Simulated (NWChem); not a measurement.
A series in which one site is exchanged, each optimised at PBE0/def2-SVP with NWChem, gas phase unless a solvent is named. All stand in one matching conformer (torsions within 35°), which need not be the lowest. Some are not confirmed as minima by frequencies. def2 effective core potentials on Zr; no spin-orbit coupling.

A: [Zr]([SH])([F])([F])[F] (ZrHSF$_{3}$; site = Zr)
B: [F][Ge]([F])([F])[SH] (GeHSF$_{3}$; site = Ge)
C: F[Si](F)(F)S (SiHSF3; site = Si)
D: [Ti]([F])([SH])([F])[F] (TiHSF3; site = Ti)

Rank them by orbital gap (eV), PBE0/def2-SVP, lowest first.

D (5.19), A (6.29), B (7.51), C (8.66)
